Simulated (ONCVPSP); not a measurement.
# Scattering properties, ONCV potential for boron

| Quantity | Value |
| --- | --- |
| Element | B (Z = 5) |
| Generator | ONCVPSP 4.0.1 |
| Type | optimised norm-conserving Vanderbilt (ONCV) |
| Functional | PW91 |
| Relativity | scalar-relativistic |
| Frozen core | [He] |
| Valence charge | 3 |
| Reference configuration | 2s2 2p1 |
| Partial waves | 2s: rc 1.35 bohr, ncon 4, nbas 8, qcut 5.1 1/bohr, local; 2p: rc 3.35 bohr, ncon 4, nbas 8, qcut 4.7 1/bohr, 2 projectors, debl 3.1 Ha |
| Local potential | the s channel |
| Core correction | Teter function, fcfact 2.25, rcfact 1.35 |

The phase is arctan(r·R′/R) of the radial function R(r), unwrapped; energies in Ha, scanned from -2 to 5 Ha. A pole is an energy at which the radial function vanishes at the test radius. The pseudo phase is shifted by a multiple of π to meet the all-electron one at the reference energy, and phase errors are pseudo minus all-electron; the curves can meet again beyond the range given. Levels narrower than the energy grid can be missing from the lists of poles.

**Question.** For each channel, where are the poles, and over which energies does the pseudopotential scatter like the atom?

**Answer.**

```
channel  radius (bohr)  reference energy (Ha)  poles, all-electron      poles, pseudo  unbroken range about the reference energy with phases within 0.05 rad  phase error 1 Ha above the reference energy (rad)
      s           1.37                  -0.35                 2.99               2.70                                                              below 3.5                                             -0.005
      p           3.40                  -0.13    -0.02, 1.32, 3.57  -0.02, 1.48, 3.63                                                              below 0.2                                             +0.072
```

Phases in the p channel:

```
E (Ha)  all-electron  pseudo
 -1.98         1.393   1.393
 -1.62         1.370   1.369
 -1.26         1.334   1.333
 -0.90         1.270   1.269
 -0.54         1.103   1.102
 -0.18        -0.819  -0.819
  0.18        -1.931  -1.908
  0.54        -3.873  -3.595
  0.90        -4.538  -4.471
  1.26        -4.693  -4.648
  1.62        -4.808  -4.754
  1.98        -5.049  -4.920
  2.34        -7.101  -6.685
  2.70        -7.669  -7.664
  3.06        -7.778  -7.778
  3.42        -7.835  -7.830
  3.78        -7.881  -7.869
  4.14        -7.936  -7.905
  4.50        -8.042  -7.950
  4.86        -8.695  -8.026
```
